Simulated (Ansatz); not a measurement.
`OC([SiH3])BF`, relaxed with RKS PBE0-D4/def2-TZVP in Ansatz from a PBE-D4/def2-SVP geometry. The force threshold is 0.005 eV/Å; the program also tests the step.

Charge 0, multiplicity 1.

Start:

```xyz
11

O     1.587   -0.756   -0.361
C     0.656    0.229    0.061
Si   -1.042   -0.041   -0.837
B     0.289    0.167    1.571
F     0.652   -0.861    2.339
H     1.693   -0.675   -1.327
H     0.949    1.282   -0.188
H    -0.705   -0.134   -2.304
H    -1.664   -1.339   -0.409
H    -2.010    1.090   -0.623
H    -0.405    1.037    2.077
```

```csv
step,energy (eV),largest force (eV/Å),largest move (Å)
1,-14446.1152,0.590,0.000
2,-14446.1502,0.187,0.028
3,-14446.1524,0.207,0.037
4,-14446.1553,0.047,0.017
5,-14446.1557,0.039,0.014
6,-14446.1561,0.029,0.035
7 (rejected),-14446.1560,0.046,0.010
8,-14446.1562,0.008,0.005
9,-14446.1562,0.002,0.006
```

End:

```xyz
11

O     1.580   -0.726   -0.352
C     0.613    0.221    0.067
Si   -1.041   -0.043   -0.859
B     0.295    0.160    1.580
F     0.738   -0.827    2.337
H     1.669   -0.680   -1.308
H     0.902    1.261   -0.167
H    -0.688   -0.159   -2.302
H    -1.699   -1.301   -0.425
H    -1.962    1.105   -0.663
H    -0.406    0.991    2.092
```

Hardware: 4 threads of an Arm Neoverse V1 on a shared host. Wall time 29 s, peak host memory 0.47 GiB.
